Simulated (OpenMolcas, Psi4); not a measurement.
## How methods differ on GeH2 (SMILES [GeH2])

GeH2 has 3 atoms, charge 0, and is taken as a singlet. SMILES: `[GeH2]`. Geometry: relaxed at PBE0-D4/def2-TZVP.

```tsv
atom	x (Å)	y (Å)	z (Å)
Ge	-0.5701	0.4051	-0.2637
H	0.7830	0.7436	0.5090
H	-0.2129	-1.1487	-0.2453
```

Quantity: the HOMO–LUMO gap, in eV. The values are calculated.

```csv
level,kind,program,value (eV),CPU time
HF/def2-TZVPPD,Hartree–Fock,Psi4,9.37,3.7 s
SVWN5/def2-TZVPPD,LDA,Psi4,1.78,6.8 s
BLYP/def2-TZVPPD,GGA,Psi4,1.92,12 s
PBE/def2-TZVPPD,GGA,OpenMolcas,1.94,12 s
M06-L/def2-TZVPPD,meta-GGA,Psi4,2.41,23 s
r2SCAN/def2-TZVPPD,meta-GGA,OpenMolcas,2.36,14 s
BHLYP/def2-TZVPPD,global hybrid,Psi4,5.70,15 s
wB97M-V/def2-TZVPPD,range-separated hybrid,Psi4,8.02,43 s
```

All-electron rows without a relativistic Hamiltonian named are non-relativistic. The values span 1.78 to 9.37 eV. Orbital gaps aren't excitation energies; they tend to grow with the share of exact exchange. Times are those of the runs behind each value, whatever else they computed, on shared processors of several kinds: orders of magnitude only.
